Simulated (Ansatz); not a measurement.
Ansatz (a quantum-chemistry and plane-wave program) input (B3LYP-D3(BJ)/def2-TZVP):

Ansatz 0.2 input:
```yaml
crystal:
  periodic: [false, false, false]
  atoms:
    - {symbol: C, position_ang: [-2.45648051, -0.95119400, -0.71543761]}
    - {symbol: C, position_ang: [-1.36998618, 0.11694175, -0.58577580]}
    - {symbol: C, position_ang: [-1.91944617, 1.35906374, 0.11739382]}
    - {symbol: C, position_ang: [-0.14205212, -0.46262185, 0.12511493]}
    - {symbol: C, position_ang: [1.07261674, 0.47694680, 0.15681650]}
    - {symbol: C, position_ang: [2.26255982, -0.13816235, 0.75202838]}
    - {symbol: C, position_ang: [3.47937503, -0.49046086, 0.43849886]}
    - {symbol: H, position_ang: [-2.08789622, -1.83035123, -1.24781255]}
    - {symbol: H, position_ang: [-3.32417957, -0.56831891, -1.25635868]}
    - {symbol: H, position_ang: [-2.79726875, -1.27734580, 0.27115899]}
    - {symbol: H, position_ang: [-1.06197077, 0.40856266, -1.59749544]}
    - {symbol: H, position_ang: [-2.20343494, 1.12383055, 1.14716805]}
    - {symbol: H, position_ang: [-1.19230935, 2.17138840, 0.14836693]}
    - {symbol: H, position_ang: [-2.80795519, 1.73385776, -0.39450249]}
    - {symbol: H, position_ang: [-0.41119497, -0.73369963, 1.15088106]}
    - {symbol: H, position_ang: [0.15379360, -1.39048931, -0.37127982]}
    - {symbol: H, position_ang: [1.31508424, 0.79372030, -0.87125429]}
    - {symbol: H, position_ang: [0.82525985, 1.38850593, 0.70800009]}
    - {symbol: H, position_ang: [3.88007921, -0.31881463, -0.56449433]}
    - {symbol: H, position_ang: [4.15247298, -0.96392534, 1.14578791]}
basis:
  gaussian:
    orbitals: def2-TZVP
hamiltonian:
  xc: b3lyp
  dispersion: d3bj
magnetization: {spin_polarized: true, initial_magnetization: 1}
phonons: {temperatures: {t_min: 298.15, t_max: 298.15, t_step: 100}}
```

Output:

```
Functional definition: B3LYP
integrals: 0.28 GiB planned
1832 factors; their error is unknown
0.38 GiB of the device are held for the grids
1.96 GiB of device memory are held for the factors and their scratch space
mean field: 2.40 GiB planned
mean field evaluation 1: about -7453.5956 eV, gradient 6.2e1 eV
mean field evaluation 2: about -7442.7978 eV, gradient 7.5e1 eV
mean field evaluation 4: about -7471.8792 eV, gradient 5.1e0 eV
mean field evaluation 8: about -7472.0029 eV, gradient 1.6e-1 eV
mean field evaluation 16: about -7471.9585 eV, gradient 3.2e-3 eV
mean field -7471.95850367 eV, -274.5894103346 hartree, gradient 1.7e-5 eV, S^2 0.758313; 0 other end points of the search recorded, 0 dependent functions left out
the calculation of the forces begins
reference -7471.95886651 eV, -274.5894236686 hartree; 28, 27 occupied and 267, 268 virtual orbitals, 1832 factors
these checks for a lower state are left out or cut short: stability, starts, cluster_reference, orbital_swaps, neighbouring_geometries, increment
integrals: 0.28 GiB planned
1832 factors; their error is unknown
0.38 GiB of the device are held for the grids
1.96 GiB of device memory are held for the factors and their scratch space
mean field: 2.40 GiB planned
mean field -7471.95829723 eV, -274.5894027480 hartree, gradient 3.5e-6 eV, S^2 0.758313; 0 other end points of the search recorded, 0 dependent functions left out
the calculation of the forces begins
reference -7471.95866010 eV, -274.5894160832 hartree; 28, 27 occupied and 267, 268 virtual orbitals, 1832 factors
these checks for a lower state are left out or cut short: stability, starts, cluster_reference, orbital_swaps, neighbouring_geometries, increment
integrals: 0.28 GiB planned
1832 factors; their error is unknown
0.38 GiB of the device are held for the grids
1.96 GiB of device memory are held for the factors and their scratch space
mean field: 2.40 GiB planned
mean field evaluation 32: about -7471.9981 eV, gradient 7.0e-4 eV
mean field -7471.95839668 eV, -274.5894064027 hartree, gradient 3.5e-6 eV, S^2 0.758314; 0 other end points of the search recorded, 0 dependent functions left out
the calculation of the forces begins
reference -7471.95875949 eV, -274.5894197356 hartree; 28, 27 occupied and 267, 268 virtual orbitals, 1832 factors
these checks for a lower state are left out or cut short: stability, starts, cluster_reference, orbital_swaps, neighbouring_geometries, increment
integrals: 0.28 GiB planned
1832 factors; their error is unknown
0.38 GiB of the device are held for the grids
1.96 GiB of device memory are held for the factors and their scratch space
mean field: 2.41 GiB planned
mean field -7471.95830605 eV, -274.5894030720 hartree, gradient 3.6e-6 eV, S^2 0.758314; 0 other end points of the search recorded, 0 dependent functions left out
the calculation of the forces begins
reference -7471.95866891 eV, -274.5894164070 hartree; 28, 27 occupied and 267, 268 virtual orbitals, 1832 factors
these checks for a lower state are left out or cut short: stability, starts, cluster_reference, orbital_swaps, neighbouring_geometries, increment
integrals: 0.28 GiB planned
1832 factors; their error is unknown
0.38 GiB of the device are held for the grids
1.96 GiB of device memory are held for the factors and their scratch space
mean field: 2.40 GiB planned
mean field -7471.95838684 eV, -274.5894060411 hartree, gradient 3.6e-6 eV, S^2 0.758313; 0 other end points of the search recorded, 0 dependent functions left out
[...]
1832 factors; their error is unknown
0.38 GiB of the device are held for the grids
1.96 GiB of device memory are held for the factors and their scratch space
mean field: 2.40 GiB planned
mean field evaluation 800: about -7471.9585 eV, gradient 3.6e-6 eV
mean field -7471.95849061 eV, -274.5894098547 hartree, gradient 3.6e-6 eV, S^2 0.758313; 0 other end points of the search recorded, 0 dependent functions left out
the calculation of the forces begins
reference -7471.95885345 eV, -274.5894231886 hartree; 28, 27 occupied and 267, 268 virtual orbitals, 1832 factors
these checks for a lower state are left out or cut short: stability, starts, cluster_reference, orbital_swaps, neighbouring_geometries, increment
integrals: 0.28 GiB planned
1832 factors; their error is unknown
0.38 GiB of the device are held for the grids
1.96 GiB of device memory are held for the factors and their scratch space
mean field: 2.40 GiB planned
mean field -7471.95850090 eV, -274.5894102328 hartree, gradient 3.6e-6 eV, S^2 0.758313; 0 other end points of the search recorded, 0 dependent functions left out
the calculation of the forces begins
reference -7471.95886374 eV, -274.5894235669 hartree; 28, 27 occupied and 267, 268 virtual orbitals, 1832 factors
these checks for a lower state are left out or cut short: stability, starts, cluster_reference, orbital_swaps, neighbouring_geometries, increment
integrals: 0.28 GiB planned
1832 factors; their error is unknown
0.38 GiB of the device are held for the grids
1.96 GiB of device memory are held for the factors and their scratch space
mean field: 2.40 GiB planned
mean field -7471.95841392 eV, -274.5894070364 hartree, gradient 3.6e-6 eV, S^2 0.758306; 0 other end points of the search recorded, 0 dependent functions left out
the calculation of the forces begins
reference -7471.95877671 eV, -274.5894203686 hartree; 28, 27 occupied and 267, 268 virtual orbitals, 1832 factors
these checks for a lower state are left out or cut short: stability, starts, cluster_reference, orbital_swaps, neighbouring_geometries, increment
integrals: 0.28 GiB planned
1832 factors; their error is unknown
0.38 GiB of the device are held for the grids
1.96 GiB of device memory are held for the factors and their scratch space
mean field: 2.40 GiB planned
mean field -7471.95842339 eV, -274.5894073841 hartree, gradient 3.6e-6 eV, S^2 0.758320; 0 other end points of the search recorded, 0 dependent functions left out
the calculation of the forces begins
reference -7471.95878627 eV, -274.5894207199 hartree; 28, 27 occupied and 267, 268 virtual orbitals, 1832 factors
these checks for a lower state are left out or cut short: stability, starts, cluster_reference, orbital_swaps, neighbouring_geometries, increment
integrals: 0.28 GiB planned
1832 factors; their error is unknown
0.38 GiB of the device are held for the grids
1.96 GiB of device memory are held for the factors and their scratch space
mean field: 2.40 GiB planned
mean field -7471.95847272 eV, -274.5894091970 hartree, gradient 3.6e-6 eV, S^2 0.758317; 0 other end points of the search recorded, 0 dependent functions left out
the calculation of the forces begins
reference -7471.95883561 eV, -274.5894225330 hartree; 28, 27 occupied and 267, 268 virtual orbitals, 1832 factors
these checks for a lower state are left out or cut short: stability, starts, cluster_reference, orbital_swaps, neighbouring_geometries, increment
integrals: 0.28 GiB planned
1832 factors; their error is unknown
0.38 GiB of the device are held for the grids
1.96 GiB of device memory are held for the factors and their scratch space
mean field: 2.40 GiB planned
mean field evaluation 832: about -7471.9584 eV, gradient 6.4e-4 eV
mean field -7471.95843646 eV, -274.5894078646 hartree, gradient 3.6e-6 eV, S^2 0.758309; 0 other end points of the search recorded, 0 dependent functions left out
the calculation of the forces begins
reference -7471.95879924 eV, -274.5894211966 hartree; 28, 27 occupied and 267, 268 virtual orbitals, 1832 factors
these checks for a lower state are left out or cut short: stability, starts, cluster_reference, orbital_swaps, neighbouring_geometries, increment
integrals: 0.28 GiB planned
1832 factors; their error is unknown
0.38 GiB of the device are held for the grids
1.96 GiB of device memory are held for the factors and their scratch space
mean field: 2.40 GiB planned
mean field -7471.95847289 eV, -274.5894092033 hartree, gradient 3.6e-6 eV, S^2 0.758311; 0 other end points of the search recorded, 0 dependent functions left out
the calculation of the forces begins
reference -7471.95883570 eV, -274.5894225364 hartree; 28, 27 occupied and 267, 268 virtual orbitals, 1832 factors
these checks for a lower state are left out or cut short: stability, starts, cluster_reference, orbital_swaps, neighbouring_geometries, increment
integrals: 0.28 GiB planned
1832 factors; their error is unknown
0.38 GiB of the device are held for the grids
1.96 GiB of device memory are held for the factors and their scratch space
mean field: 2.40 GiB planned
mean field -7471.95848580 eV, -274.5894096779 hartree, gradient 3.6e-6 eV, S^2 0.758315; 0 other end points of the search recorded, 0 dependent functions left out
the calculation of the forces begins
reference -7471.95884866 eV, -274.5894230128 hartree; 28, 27 occupied and 267, 268 virtual orbitals, 1832 factors
these checks for a lower state are left out or cut short: stability, starts, cluster_reference, orbital_swaps, neighbouring_geometries, increment
integrals: 0.28 GiB planned
1832 factors; their error is unknown
0.38 GiB of the device are held for the grids
1.96 GiB of device memory are held for the factors and their scratch space
mean field: 2.40 GiB planned
mean field -7471.95845662 eV, -274.5894086053 hartree, gradient 3.6e-6 eV, S^2 0.758314; 0 other end points of the search recorded, 0 dependent functions left out
the calculation of the forces begins
reference -7471.95881951 eV, -274.5894219416 hartree; 28, 27 occupied and 267, 268 virtual orbitals, 1832 factors
these checks for a lower state are left out or cut short: stability, starts, cluster_reference, orbital_swaps, neighbouring_geometries, increment
integrals: 0.28 GiB planned
1832 factors; their error is unknown
0.38 GiB of the device are held for the grids
1.96 GiB of device memory are held for the factors and their scratch space
mean field: 2.40 GiB planned
mean field -7471.95844516 eV, -274.5894081844 hartree, gradient 3.6e-6 eV, S^2 0.758313; 0 other end points of the search recorded, 0 dependent functions left out
the calculation of the forces begins
reference -7471.95880794 eV, -274.5894215162 hartree; 28, 27 occupied and 267, 268 virtual orbitals, 1832 factors
Total energy: -7472.69621143 eV, -274.6165205945 hartree
Atom 0 at    -2.456481    -0.951194    -0.715438 Å, force     0.000459     0.000370     0.000289 eV/Å
Atom 1 at    -1.369986     0.116942    -0.585776 Å, force     0.000070    -0.000011     0.000002 eV/Å
Atom 2 at    -1.919446     1.359064     0.117394 Å, force     0.000116     0.000176     0.000130 eV/Å
Atom 3 at    -0.142052    -0.462622     0.125115 Å, force     0.000243     0.000553    -0.000413 eV/Å
Atom 4 at     1.072617     0.476947     0.156816 Å, force    -0.000926    -0.000491    -0.001062 eV/Å
Atom 5 at     2.262560    -0.138162     0.752028 Å, force     0.000230     0.000589     0.000637 eV/Å
Atom 6 at     3.479375    -0.490461     0.438499 Å, force     0.000333    -0.000562    -0.000221 eV/Å
Atom 7 at    -2.087896    -1.830351    -1.247813 Å, force    -0.000537    -0.000058     0.000049 eV/Å
Atom 8 at    -3.324180    -0.568319    -1.256359 Å, force    -0.000059    -0.000307     0.000108 eV/Å
Atom 9 at    -2.797269    -1.277346     0.271159 Å, force     0.000042     0.000222    -0.000252 eV/Å
Atom 10 at    -1.061971     0.408563    -1.597495 Å, force    -0.000244    -0.000088    -0.000056 eV/Å
Atom 11 at    -2.203435     1.123831     1.147168 Å, force     0.000240    -0.000076    -0.000188 eV/Å
Atom 12 at    -1.192309     2.171388     0.148367 Å, force    -0.000185     0.000528     0.000036 eV/Å
Atom 13 at    -2.807955     1.733858    -0.394502 Å, force     0.000418    -0.000134     0.000011 eV/Å
Atom 14 at    -0.411195    -0.733700     1.150881 Å, force    -0.000168    -0.000478     0.000407 eV/Å
Atom 15 at     0.153794    -1.390489    -0.371280 Å, force     0.000428    -0.000264    -0.000239 eV/Å
Atom 16 at     1.315084     0.793720    -0.871254 Å, force    -0.000100    -0.000111     0.000003 eV/Å
Atom 17 at     0.825260     1.388506     0.708000 Å, force    -0.000462    -0.000153     0.000453 eV/Å
Atom 18 at     3.880079    -0.318815    -0.564494 Å, force    -0.000022     0.000195     0.000277 eV/Å
Atom 19 at     4.152473    -0.963925     1.145788 Å, force     0.000126     0.000100     0.000028 eV/Å
Dipole moment:    -0.131917     0.067373    -0.157546 e Å
Vibrations: 61.14 75.26 116.16 182.84 226.96 250.24 299.80 314.21 376.48 430.05 445.20 555.78 762.65 831.59 888.27 901.89 933.19 941.30 966.43 978.58 1024.82 1040.16 1138.91 1151.91 1195.75 1231.36 1280.95 1313.49 1347.44 1374.08 1387.43 1403.85 1419.77 1424.14 1456.73 1486.28 1491.90 1498.93 1505.21 1512.41 1742.61 2930.94 2990.14 3020.35 3021.99 3028.33 3029.86 3038.99 3064.00 3079.25 3085.70 3091.04 3097.76 3151.30 cm⁻¹, zero-point energy 4.872319 eV
```

It need not be the lowest isomer of its formula.
